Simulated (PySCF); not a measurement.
# State search for SeBr

Unrestricted PBE0; Se 6-31G(d,p), Br 6-31G(d,p); no relativity (PySCF 2.14). Outer shells of the fragments: Se 3d10 4s2 4p4; Br 3d10 4s2 4p5.

Followed along the bond (rough minima from three points):

```
2Ms+1   unpaired  ⟨S²⟩ at the start  R at minimum (Å)  Te (eV)
    2        π ↑               0.75              2.28     0.00
    4  σ ↑, π ↑↑               3.75  none in the scan   ≤ 1.51
```

Solutions found at the starting distance of 2.230 Å, counted from the lowest of them; the search is not exhaustive and high or unbound solutions are not listed, so other states can lie among these:

| 2Ms+1 | unpaired | term | E (eV) | ⟨S²⟩ | ⟨Lz²⟩ | μ (D) |
| --- | --- | --- | --- | --- | --- | --- |
| 2 | π ↑ | ²Π | 0.00 | 0.75 | 1.00 | -0.15 |
| 4 | σ ↑, π ↑↑ | ⁴Σ⁻ | 2.13 | 3.75 | 0.00 | -0.89 |
| 2 | σ ↓, π ↑↑ | mixed | 2.66 | 1.76 | 0.00 | -0.75 |
| 2 | σ ↑, π ↑↓ | mixed | 2.68 | 1.76 | 2.01 | -0.63 |
| 2 | σ ↑ | mixed | 3.58 | 0.76 | 2.00 | -0.17 |
| 4 | σ ↑, π ↑↑ | mixed | 5.27 | 3.75 | 2.01 | 2.70 |
| 4 | σ ↑↑, π ↑ | ⁴Π | 6.00 | 3.75 | 1.00 | 0.63 |
| 2 | π ↑ | ²Π | 6.87 | 0.87 | 1.00 | -0.36 |

A term symbol is given only where ⟨S²⟩ and ⟨Lz²⟩ are close to those of a pure state; real π, δ and φ orbitals otherwise mix terms. A positive dipole means Se(−)Br(+).

Spin–orbit coupling is left out. Counting both spins, an empty level lies below a filled one in some of these solutions, because spin and occupation are held.
